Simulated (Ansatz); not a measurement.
Molecule: sum formula SiHCl, net charge 0, singlet state. 
Geometry from a B3LYP-D3(BJ)/def2-TZVP (Ansatz, a program for electronic structure) optimisation:
```
Si
H 1 1.5263
Cl 1 2.0943 2 94.91
```

Property: vertical electron affinity (to the doublet state of charge -1; a negative value means that the extra electron is unbound and the number depends on the basis; each state is the SCF solution reached for its spin; for the singlet the Hartree-Fock reference is unstable and T1 is 0.013), in eV. Cores are frozen in the correlated levels unless marked. Open shells are spin-unrestricted. No spin-orbit coupling. Non-relativistic. Anions need diffuse functions: aug- sets have them; def2-D sets add few. CBS marks a two-point X^-3 extrapolation of the correlation energy; Hartree-Fock from the larger set.

```csv
level,program,vertical electron affinity (eV)
CCSD/aug-cc-pV(T+d)Z,Ansatz,0.96
CCSD/def2-QZVPPD,Ansatz,0.96
"CCSD(T)/CBS(def2-TZVPPD,def2-QZVPPD)",Ansatz,(withheld)
```

Question: What belongs in the gaps?

Answer: 
- CCSD(T)/CBS(def2-TZVPPD,def2-QZVPPD), vertical electron affinity (eV): 1.02
